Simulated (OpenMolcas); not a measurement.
Levels of Cl2+ by method

```
Program             : OpenMolcas 26.06
Basis               : ANO-RCC-VTZP [5s4p2d1f]
Scalar Hamiltonian  : DKH2, point nucleus
Active space        : 5 electrons in 4 orbitals (3s 3p)
State averaging     : 2S+1 = 4 odd, 1 root; 2S+1 = 2 odd, 11 roots; 2S+1 = 4 even, 3 roots; 2S+1 = 2 even, 9 roots
Spin-orbit coupling : RASSI with atomic mean-field integrals over the reference wave functions, term energies averaged over their components
```

Methods on the same reference wave functions:
A. CASSCF
B. SS-CASPT2, IPEA 0.25 Eh, imaginary shift 0.1 Eh (closed shells correlated: 2s 2p)
C. MS-CASPT2, IPEA 0.25 Eh, imaginary shift 0.1 Eh (closed shells correlated: 2s 2p)

Energies in cm-1 above 3s2 3p3 4S* 3/2, the measured ground level; measured values from Moore, Atomic Energy Levels, vol. I, NSRDS-NBS 35 (1971 reprint of NBS Circular 467, 1949).

| Level | A | B | C | Measured |
| --- | --- | --- | --- | --- |
| 3s2 3p3 4S* 3/2 | 0.0 | 0.0 | 0.0 | 0.0 |
| 3s2 3p3 2D* 3/2 | 22605 | 18940 | 18940 | 18053 |
| 3s2 3p3 2D* 5/2 | 22680 | 19000 | 19000 | 18120 |
| 3s2 3p3 2P* 1/2 | 31269 | 30470 | 30450 | 29812 |
| 3s2 3p3 2P* 3/2 | 31334 | 30510 | 30500 | 29907 |
| 3s 3p4 4P 5/2 | 106211 | 102520 | 102520 | 98520 |
| 3s 3p4 4P 3/2 | 106828 | 103130 | 103130 | 99130 |
| 3s 3p4 4P 1/2 | 107186 | 103490 | 103490 | 99475 |
| 3s 3p4 2D 3/2 | 150591 | 134460 | 134460 |  |
| 3s 3p4 2D 5/2 | 150601 | 134480 | 134480 |  |
| 3s 3p4 2S 1/2 | 172988 | 163220 | 163220 |  |
| 3s 3p4 2P 3/2 | 192801 | 176270 | 176270 |  |
| 3s 3p4 2P 1/2 | 193535 | 177010 | 177010 |  |
| 3p5 2P* 3/2 | 294464 | 265210 | 265230 |  |
| 3p5 2P* 1/2 | 295532 | 266280 | 266300 |  |

Deviations, from unrounded energies. A percentage is the sum of absolute deviations over the sum of measured energies, with the sign that they share, or ± where signs differ.

```
                        Against measurement  Levels      A     B     C
             mean absolute deviation (cm-1)       7   5000  2100  2100
other terms of the ground configuration (%)       4  +12.5  +3.2  +3.1
                   other configurations (%)       3   +7.8  +4.0  +4.0
```

B, C lie about equally close to measurement and A furthest from it. The largest miss of C in the table is 3s 3p4 4P 1/2, by +4000 cm-1. The ranking rests on the paired levels alone, and a cruder setting can come out closer through cancelling errors.

Between B and C the level of the table that moves most is 3p5 2P* 1/2, by 17 cm-1 (lowest in B, highest in C). Moves below CASPT2's spread within the term are not significant.

The two smallest mean deviations differ by little beside CASPT2's spread within terms, so their order carries little weight.

From A to B the spin-free energies of the other terms of 3s2 3p3 shown, above 4S*, scale by factors of 0.84 to 0.97.

The lowest spin-free term lies below A's lowest term by 0.118 hartree in B, 0.118 hartree in C.

CASPT2 breaks the degeneracy within a term, and the mean is taken; among the terms shown or strongly mixed into the levels shown the widest spread is 1700 cm-1 (3s 3p4 2D, C). Over all roots computed the reference weight is 0.87 to 0.96 in B, 0.87 to 0.96 in C; the roots of lowest weight are the least certain, and an intruder state may touch them. Terms of s pⁿ other than that of highest spin mix with s² pⁿ⁻² d, which this space lacks; all of them can be thousands of cm-1 off, and some have no real level of that name. Computed and measured levels are paired by configuration, term and J; levels that our copy of the source lacks, or whose pairing is in doubt (as where it misses far off the trend of its configuration), stay unpaired and out of the deviations. Only configurations of the active space appear.

* marks odd parity.
